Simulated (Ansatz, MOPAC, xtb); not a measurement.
Potential energy curve for H₃BO, SMILES OB. The B1–O4 bond (B1 also carries H, H; O4 carries H) is pulled apart rigidly from the PBE0/def2-TZVP optimised geometry.

- RCCSD = CCSD on RHF/cc-pVTZ, frozen core (Ansatz, a quantum-chemistry and plane-wave program)
- GFN1-xTB (xtb)
- PM7, restricted, heats of formation (MOPAC)
- RKS-PBE = restricted PBE/cc-pVTZ run with Ansatz

Energies are in eV, each relative to the lowest point of its own curve near equilibrium.

```json
[
 {"R / Å": "1.09", "RCCSD": "2.744", "GFN1-xTB": "2.514", "PM7": "2.547", "RKS-PBE": "2.730"},
 {"R / Å": "1.13", "RCCSD": "1.800", "GFN1-xTB": "1.616", "PM7": "1.814", "RKS-PBE": "1.801"},
 {"R / Å": "1.21", "RCCSD": "0.621", "GFN1-xTB": "0.528", "PM7": "0.789", "RKS-PBE": "0.635"},
 {"R / Å": "1.27", "RCCSD": "0.184", "GFN1-xTB": "0.143", "PM7": "0.332", "RKS-PBE": "0.197"},
 {"R / Å": "1.33", "RCCSD": "0.012", "GFN1-xTB": "0.005", "PM7": "0.083", "RKS-PBE": "0.017"},
 {"R / Å": "1.35", "RCCSD": "0.000", "GFN1-xTB": "0.000", "PM7": "0.039", "RKS-PBE": "0.000"},
 {"R / Å": "1.39", "RCCSD": "0.029", "GFN1-xTB": "0.037", "PM7": "0.000", "RKS-PBE": "0.018"},
 {"R / Å": "1.43", "RCCSD": "0.116", "GFN1-xTB": "0.127", "PM7": "0.019", "RKS-PBE": "0.093"},
 {"R / Å": "1.46", "RCCSD": "0.212", "GFN1-xTB": "0.221", "PM7": "0.065", "RKS-PBE": "0.179"},
 {"R / Å": "1.57", "RCCSD": "0.719", "GFN1-xTB": "0.703", "PM7": "0.419", "RKS-PBE": "0.640"},
 {"R / Å": "1.68", "RCCSD": "1.361", "GFN1-xTB": "1.307", "PM7": "0.962", "RKS-PBE": "1.230"},
 {"R / Å": "1.80", "RCCSD": "2.111", "GFN1-xTB": "2.020", "PM7": "1.662", "RKS-PBE": "1.918"},
 {"R / Å": "2.05", "RCCSD": "3.607", "GFN1-xTB": "3.487", "PM7": "3.164", "RKS-PBE": "3.288"},
 {"R / Å": "2.19", "RCCSD": "4.343", "GFN1-xTB": "4.235", "PM7": "3.928", "RKS-PBE": "3.961"},
 {"R / Å": "2.43", "RCCSD": "5.394", "GFN1-xTB": "5.322", "PM7": "5.030", "RKS-PBE": "4.934"},
 {"R / Å": "2.67", "RCCSD": "6.187", "GFN1-xTB": "6.143", "PM7": "5.872", "RKS-PBE": "5.695"},
 {"R / Å": "2.95", "RCCSD": "—", "GFN1-xTB": "6.802", "PM7": "6.593", "RKS-PBE": "6.361"},
 {"R / Å": "3.28", "RCCSD": "—", "GFN1-xTB": "7.274", "PM7": "7.192", "RKS-PBE": "6.912"},
 {"R / Å": "3.66", "RCCSD": "—", "GFN1-xTB": "7.564", "PM7": "7.673", "RKS-PBE": "7.327"},
 {"R / Å": "4.07", "RCCSD": "—", "GFN1-xTB": "7.703", "PM7": "8.038", "RKS-PBE": "7.605"},
 {"R / Å": "4.73", "RCCSD": "—", "GFN1-xTB": "—", "PM7": "8.466", "RKS-PBE": "7.844"}
]
```

At the longest distance, 4.73 Å, PM7 lies highest above its minimum (8.466 eV) and RKS-PBE lowest (7.844 eV).

A dash means that the run gave no value there, or that the column was ended at a point which the program doubted or which failed a test of continuity chosen for this set; such a test can also cut sound points.

The T1 diagnostic of CCSD on the restricted reference of RCCSD exceeds 0.045 at 2.67 to 4.73 Å. The restricted form behind PM7, RKS-PBE keeps the bonding electrons paired and can't separate into open-shell fragments.
